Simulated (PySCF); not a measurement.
A GIAO shielding run with PySCF 2.14.0 with density-fitted response routines (density fitting, non-relativistic, gas phase) on SMILES C[Si](C)(C)C, C₄H₁₂Si:

```
$ OMP_NUM_THREADS=1 python probes_run.py task.json out

{"job": {"kind": "nmr", "xc": "B97-D", "basis": "aug-cc-pVDZ", "pop": false}, "charge": 0, "multiplicity": 1}
C     -0.406572    -1.213421    -1.419378
Si    -0.001168    -0.000673    -0.001754
C      0.008130     1.785545    -0.675355
C     -1.319794    -0.154927     1.370252
C      1.716091    -0.415535     0.721562
H     -1.379676    -1.003559    -1.853159
H     -0.418731    -2.241638    -1.070248
H      0.327027    -1.147965    -2.217335
H      0.242457     2.501867     0.106393
H     -0.958122     2.057909    -1.089187
H      0.746490     1.907664    -1.462097
H     -2.312057     0.075313     0.994143
H     -1.350945    -1.160472     1.779082
H     -1.116988     0.525824     2.191677
H      1.746276    -1.426357     1.117085
H      2.493128    -0.336762    -0.032799
H      1.977455     0.259220     1.531210
```

Hardware: 1 thread of an Intel Xeon, shared host.

**Question.** How large is the calculation?

**Answer.** 50 electrons, 227 basis functions and 714 auxiliary functions.

**Question.** How long does it take, and how much memory does it need?

**Answer.** 27 s of wall time, with 12 SCF cycles; peak memory 1.2 GiB. Times on a shared host scatter by some tens of per cent.

**Question.** And these other runs on the same molecule and hardware: GIAO shielding at B3LYP/aug-cc-pVDZ; GIAO shielding at B97-2/aug-cc-pVDZ; GIAO shielding at BHandHLYP/aug-cc-pVDZ; GIAO shielding at BLYP/aug-cc-pVDZ; GIAO shielding at BP86/aug-cc-pVDZ; GIAO shielding at CAM-B3LYP/aug-cc-pVDZ?

**Answer.** B3LYP/aug-cc-pVDZ: 227 functions, 19 s; B97-2/aug-cc-pVDZ: 227 functions, 21 s; BHandHLYP/aug-cc-pVDZ: 227 functions, 21 s; BLYP/aug-cc-pVDZ: 227 functions, 26 s; BP86/aug-cc-pVDZ: 227 functions, 27 s; CAM-B3LYP/aug-cc-pVDZ: 227 functions, 29 s.
